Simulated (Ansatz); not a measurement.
Reaction (ligand exchange at the Si–O bond): `O[SiH2][O][GeH2][OH]` + `NBO` → `OBN[SiH2]O` + `[OH][GeH2][OH]`

Program: Ansatz. Geometries: PBE0-D4/def2-TZVP. ΔE: electronic, gas phase. CBS: MP2 limit from def2 TZ/QZ plus the TZ coupled-cluster correction, frozen cores. This one scheme is used for every species. DFT in def2-TZVPP. For Ge outer-core shells are correlated without core-valence functions, which leaves a few kJ/mol of doubt a bond. Scalar relativity is left out up to krypton. One conformer a species, not always the lowest.

`O[SiH2][O][GeH2][OH]`:

Cartesian coordinates in Å:
```
O 0.652 2.476 -0.569
Si 0.317 1.389 0.614
O -0.574 0.134 0.072
Ge -0.200 -1.428 -0.677
O -0.157 -2.655 0.595
H -0.070 3.007 -0.906
H -0.473 2.028 1.695
H 1.647 0.930 1.079
H 1.210 -1.418 -1.272
H -1.348 -1.688 -1.662
H -1.004 -2.775 1.031
```

`NBO`:

```xyz
7

N    -0.876   -0.408    0.455
B     0.357    0.131    0.080
O     0.584    0.397   -1.246
H    -1.604   -0.610   -0.209
H    -1.106   -0.626    1.406
H     1.192    0.352    0.916
H     1.454    0.763   -1.402
```

`OBN[SiH2]O`:

```xyz
11

O    -1.088   -0.113    2.041
B     0.022   -0.757    1.589
N     0.503   -0.667    0.249
Si   -0.091    0.249   -1.075
O     0.945    1.484   -1.392
H    -1.538    0.414    1.374
H     0.611   -1.436    2.380
H     1.346   -1.197    0.080
H    -1.430    0.763   -0.672
H    -0.230   -0.587   -2.296
H     0.949    1.848   -2.278
```

`[OH][GeH2][OH]`:

Z-matrix (Å, degrees):
```
Ge
O 1 1.773
O 1 1.776 2 110.8
H 1 1.525 2 104.9 3 114.7
H 1 1.543 2 109.7 3 -119.9
H 2 0.959 1 113.6 3 70.1
H 3 0.959 1 113.3 2 -91.5
```

**Question.** Is it downhill or uphill in electronic energy at CCSD(T)/CBS, and by how much? (An estimate is asked.)

**Answer.** Computed: Uphill: ΔE = +73.9 kJ/mol.

**Question.** What do these levels give: PBE-D4, ωB97X-V, B2PLYP, PBE0, HF/def2-TZVPP, HF/CBS(def2)? (Estimate.)

**Answer.** Computed: PBE-D4 67.3, ωB97X-V 75.0, B2PLYP 77.3, PBE0 71.2, HF/def2-TZVPP 87.4, HF/CBS(def2) 88.2 kJ/mol.

Largest T1 diagnostic among the species: 0.012.

In def2-TZVPP, CCSD(T) changes the Hartree–Fock value by −12.4 kJ/mol (the triples alone add −2.0 kJ/mol) and MP2 by −12.1 kJ/mol. From PBE to PBE0 (25 % exact exchange), in def2-TZVPP and without D4, ΔE moves by +3.3 kJ/mol.
